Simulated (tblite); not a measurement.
Species: C6H7ClO.
Numbering: `[CH3:1][C:2]1=[CH:3][C@@H:4]([Cl:5])[CH:6]=[CH:7][O:8]1` (hydrogens: H9, H10, H11 on C1; H12 on C3; H13 on C4; H14 on C6; H15 on C7)

Computed with GFN2-xTB (tblite), gas phase: Langevin dynamics at 400 K from the optimised GFN2-xTB geometry, time step 0.5 fs, friction 0.01 fs⁻¹, 2000 steps.

Start geometry:
```
atom  x, y, z in Å
C1      2.338   -0.141   -0.110
C2      0.855    0.009   -0.021
C3     -0.035   -0.803   -0.597
C4     -1.492   -0.633   -0.407
Cl5    -2.088   -1.971    0.758
C6     -1.793    0.675    0.215
C7     -0.823    1.414    0.747
O8      0.494    1.117    0.692
H9      2.598   -0.998   -0.722
H10     2.778    0.759   -0.536
H11     2.752   -0.271    0.889
H12     0.302   -1.654   -1.164
H13    -2.077   -0.838   -1.305
H14    -2.820    0.988    0.289
H15    -0.993    2.356    1.248
```

The statistics below take the 31 frames saved every 25 fs from 250 to 1000 fs; their kinetic temperature (all 3N coordinates) averages 430 K.

Problem. How do the bond lengths spread?

Solution. 
| bond | start (Å) | mean (Å) | standard deviation (Å) | shortest (Å) | longest (Å) |
| --- | --- | --- | --- | --- | --- |
| C1–C2 | 1.494 | 1.513 | 0.041 | 1.446 | 1.610 |
| C2=C3 | 1.335 | 1.341 | 0.024 | 1.285 | 1.389 |
| C3–C4 | 1.479 | 1.490 | 0.046 | 1.418 | 1.610 |
| C4–Cl5 | 1.871 | 1.888 | 0.069 | 1.750 | 2.056 |
| C4–C6 | 1.480 | 1.472 | 0.034 | 1.398 | 1.542 |
| C6=C7 | 1.330 | 1.333 | 0.027 | 1.281 | 1.390 |
| C7–O8 | 1.352 | 1.362 | 0.035 | 1.298 | 1.447 |
| C2–O8 | 1.365 | 1.360 | 0.038 | 1.259 | 1.437 |
| C1–H9 | 1.085 | 1.089 | 0.029 | 1.029 | 1.162 |
| C1–H10 | 1.089 | 1.095 | 0.029 | 1.035 | 1.153 |
| C1–H11 | 1.089 | 1.088 | 0.027 | 1.044 | 1.136 |
| C3–H12 | 1.077 | 1.080 | 0.030 | 1.011 | 1.147 |
| C4–H13 | 1.091 | 1.096 | 0.024 | 1.041 | 1.139 |
| C6–H14 | 1.076 | 1.091 | 0.053 | 1.003 | 1.183 |
| C7–H15 | 1.080 | 1.091 | 0.044 | 1.021 | 1.200 |

Problem. How far does each atom move about its mean position (frames aligned on the start, all atoms weighted alike), and what rms force does it feel?

Solution. 
```
atom  rms displacement (Å)  rms force (eV/Å)
  C1                  0.08              1.92
  C2                  0.12              2.51
  C3                  0.16              1.95
  C4                  0.09              2.06
 Cl5                  0.31              0.71
  C6                  0.09              2.65
  C7                  0.16              2.12
  O8                  0.24              2.09
  H9                  0.93              1.05
 H10                  0.94              1.09
 H11                  0.93              1.00
 H12                  0.30              1.11
 H13                  0.21              0.89
 H14                  0.21              1.72
 H15                  0.26              1.48
```

The displacements run from 0.08 to 0.94 Å.

Problem. How widely does the potential energy scatter, against a harmonic estimate?

Solution. Mean 0.71 eV above the start, standard deviation 0.154 eV, range 0.42 to 0.99 eV. For 39 classical harmonic modes at 400 K the canonical values are 39kT/2 = 0.67 eV and kT·√(39/2) = 0.152 eV.

The run is classical and short, so these are rough statistics of one trajectory.

The cost below is that of the whole dynamics run. Time: 13 s; peak memory 0.19 GiB. Hardware: an Arm Neoverse V1 with one thread, no GPU (shared host).
